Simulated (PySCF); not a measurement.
Species: C7H8N (doublet state).
Structure used (GFN2-xTB), in Å, numbered top down from 1:
```xyz
16
C7H8N angstrom
C      2.254   -0.262    0.658
C      1.629    0.025   -0.646
C      0.143    0.057   -0.350
C     -0.608   -1.114   -0.318
C     -1.947   -1.038    0.029
N     -2.558    0.093    0.339
C     -1.846    1.206    0.307
C     -0.502    1.246   -0.023
H      2.413    0.532    1.363
H      2.299   -1.272    1.018
H      1.947    0.991   -1.040
H      1.843   -0.759   -1.374
H     -0.159   -2.065   -0.561
H     -2.563   -1.926    0.062
H     -2.383    2.111    0.559
H      0.032    2.184   -0.033
```

The hyperfine couplings belong to this conformer and change with its torsions.

The species is `[CH2]Cc1ccncc1` [radical].

Theory: UKS B3LYP, pcH-1 on C H N, non-relativistic, mean-field spin-orbit, GIAO (PySCF 2.14.0). One conformer (not necessarily the lowest) at the GFN2-xTB geometry, without solvent, vibrations or thermal averaging. A GFN2-xTB geometry isn't a minimum of the functional, and hyperfine couplings can be far from their values at a DFT geometry. Stability of the SCF solution: not tested.

**Question.** Match the computed a_iso(13C) values +100.2, +82.5, -27.4, -1.3, +1.0 MHz (means over equivalent nuclei) with the sites C1; C2; C3; C4/C8; C5/C7.

**Answer.** 
```tsv
site	a_iso (MHz)	ρ(0) (bohr⁻³)	position	distance from C1 (Å)	spin population	largest |T| (MHz)
C1	+100.2	+0.0891	largest spin population	0.00	+1.06	160.8
C2	-27.4	-0.0244	1 bond from C1	1.47	-0.08	2.8
C3	+82.5	+0.0734	2 bonds from C1	2.36	+0.02	12.7
C4/C8	+1.0	+0.0009	3 bonds from C1	3.18	+0.03	4.8
C5/C7	-1.3	-0.0012	4 bonds from C1	4.34	-0.01	2.3
```

**Question.** The isotropic 1H couplings, averaged over equivalent nuclei, are -59.6, +31.0, +1.4, -1.4 MHz. Assign them to H9/H10; H11/H12; H13/H16; H14/H15.

**Answer.** 
| site | a_iso (MHz) | ρ(0) (bohr⁻³) | position | distance from C1 (Å) | bound to | spin population there | largest \|T\| (MHz) |
| --- | --- | --- | --- | --- | --- | --- | --- |
| H9/H10 | -59.6 | -0.0133 | α, 1 bond from C1 | 1.07 | C1 | +1.06 | 39.3 |
| H11/H12 | +31.0 | +0.0069 | β, 2 bonds from C1 | 2.13 | C2 | -0.08 | 9.4 |
| H13/H16 | -1.4 | -0.0003 | 4 bonds from C1 | 3.31 | C4/C8 | +0.03 | 3.1 |
| H14/H15 | +1.4 | +0.0003 | 5 bonds from C1 | 5.17 | C5/C7 | -0.01 | 1.2 |

ρ(0) is the spin density at the nucleus and T the dipolar tensor; entries for several nuclei are means. The Mulliken spin populations are largest on C1 (+1.06) and C2 (-0.08). C1 is the only atom above +0.15. The positive populations add up to 1.19 and the negative ones to -0.19, together 2S = 1. The angles at C1 add up to 357.8°, so it is nearly planar; its axial dipolar tensor and the negative couplings of its protons fit spin in a p orbital normal to that plane.

Nuclei that the bonding pattern makes equivalent are averaged, as if the motion that swaps them (rotation, inversion, ring flip) were fast.

Time: 51 s wall. Hardware: one thread, Arm Neoverse V2 (shared host).
